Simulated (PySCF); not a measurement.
Match the calculated data to a structure.

| technique | computed result |
| --- | --- |
| UV, first state | lowest singlet excitation: 5.26 eV (236 nm, f = 0.034) [TDDFT B3LYP/def2-SVPD] |
| 1H NMR | chemical shifts (computed TMS as zero) by class: 7.63 (1 H), 4.71 (1 H), 2.32 (1 H), 1.10 (2 H) ppm [GIAO PBE0/pcSseg-1] |
| 13C NMR | chemical shifts (computed TMS as zero) by class: 171.8 (1 C), 107.9 (1 C) ppm [GIAO PBE0/pcSseg-1] |
| NMR, other nuclei | isotropic shieldings of nuclei other than C and H, by class: 245 (1 N), 139 (1 O), 290 (1 O), 373 (1 Si) ppm [GIAO PBE0/pcSseg-1] |
| Rotational structure | rotational constants A, B, C: 4.998, 2.662, 2.337 GHz [GFN2-xTB] |
| Dipole | 0.16 D [B3LYP/def2-SVPD] |

Gas-phase values; electronic properties from PySCF, density fitting. Levels stand in brackets. Geometry: GFN2-xTB, one conformer, isolated molecule. NMR classes are plain means over equivalent atoms (diastereotopic ones count apart unless rotation or inversion swaps them), as if these changed places fast.

**Question.** Which candidate is it?
A. `[H]/N=C\[SiH2]C#C[SiH3]`
B. `[H]/N=C\[SiH2]OC=O`
C. `N[Si@@]1(O)C=CO1`
D. `[SiH3]OCC([SiH3])[SiH3]`

**Answer.** C. It is `N[Si@@]1(O)C=CO1`. Numbering: `[NH2:1][Si@@:2]1([OH:3])[CH:4]=[CH:5][O:6]1`. Its formula, C2H5NO2Si, gives 2 degrees of unsaturation: 1 ring and 1 π bond in the structure found. 2 carbons fall into 2 classes; from least to most shielded: vinylic carbon bearing oxygen [C5] (171.8 ppm), alkene CH carbon [C4] (107.9 ppm). Hydrogen classes from least to most shielded: 1 H on a vinylic carbon bearing oxygen, C5 (7.63 ppm), 1 H on an alkene CH carbon, C4 (4.71 ppm), 1 H on a silanol oxygen, O3 (2.32 ppm), 2 H on a silicon-bound nitrogen, N1 (1.10 ppm). The other shieldings belong to: 245 ppm, silicon-bound nitrogen [N1]; 139 ppm, silyl ether oxygen [O6]; 290 ppm, silanol oxygen [O3]; 373 ppm, oxygen-bound silicon [Si2]. S1 is mainly HOMO→LUMO (weight 0.90); the largest Löwdin shares of the orbital it empties are 0.34 on the alkene CH carbon, 0.33 on the silyl ether oxygen and 0.20 on the vinylic carbon bearing oxygen, of the orbital it fills 0.32 on the vinylic carbon bearing oxygen, 0.20 on the alkene CH carbon, 0.13 on the oxygen-bound silicon and 0.12 on the silanol oxygen. The optimised geometry has point group C1 and is an asymmetric top.

The others, at the same levels:
- `[H]/N=C\[SiH2]OC=O` fails: its computed 13C shifts are 184.2 (1 C), 164.8 (1 C) ppm, 1H shifts are 14.37 (1 H), 9.13 (1 H), 8.14 (1 H), 5.07 (2 H) ppm and rotational constant A is 8.296 GHz (against 4.998 GHz).
- `[SiH3]OCC([SiH3])[SiH3]` fails: it has 12 hydrogens where the 1H data count 5; its computed 13C shifts are 68.2 (1 C), 9.1 (1 C) ppm, 1H shifts are 4.88 (3 H), 3.87 (6 H), 3.85 (2 H), 1.12 (1 H) ppm and rotational constant A is 3.049 GHz (against 4.998 GHz).
- `[H]/N=C\[SiH2]C#C[SiH3]` fails: it has 7 hydrogens where the 1H data count 5; its computed 13C shifts are 184.0 (1 C), 118.8 (1 C), 112.5 (1 C) ppm, 1H shifts are 14.24 (1 H), 9.15 (1 H), 4.58 (2 H), 4.32 (3 H) ppm and rotational constant A is 4.730 GHz (against 4.998 GHz).

Each candidate is one conformer, not necessarily the lowest. The conformers computed, where there is a choice (atom-mapped SMILES and torsion angles):
- `[NH2:1][Si@@:2]1([OH:3])[CH:4]=[CH:5][O:6]1`: H–N1–Si2–O3 17°, H–N1–Si2–O3 160°, H–O3–Si2–N1 -170°
- `[H]/[N:1]=[CH:2]\[SiH2:3][O:4][CH:5]=[O:6]`: N1–C2–Si3–O4 -2°, C2–Si3–O4–C5 179°, Si3–O4–C5–O6 0°
- `[SiH3:1][O:2][CH2:3][CH:4]([SiH3:5])[SiH3:6]`: Si1–O2–C3–C4 -165°, O2–C3–C4–Si5 -36°
- `[H]/[N:1]=[CH:2]\[SiH2:3][C:4]#[C:5][SiH3:6]`: N1–C2–Si3–C4 0°
